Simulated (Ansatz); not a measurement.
Species: CCl2, net charge -1, doublet state. 
Coordinates optimised at B3LYP-D3(BJ)/def2-TZVP (Ansatz, a quantum-chemistry and plane-wave program):
```
C
Cl 1 1.9054
Cl 1 1.9054 2 104.49
```
Charge -1, spin multiplicity 2.

Give the harmonic wavenumbers at B3LYP-D3(BJ)/def2-TZVP (Ansatz, finite differences of forces, unscaled).

231, 413, 538 cm⁻¹. Zero-point energy 1.7 kcal/mol.

From these and the geometry, give the ideal-gas thermochemistry at 298.15 K and 1 atm (rigid rotor, harmonic oscillator).

Point group C2v, rotational symmetry number 2. Rotational constants 36.15, 3.141, 2.89 GHz. S(trans) 39.16, S(rot) 23.02, S(vib) 3.36, S(elec, spin only) 1.38, S 66.9 cal/(mol K). H(298) - H(0) 3.00 kcal/mol; G - E(el) -15.3 kcal/mol.
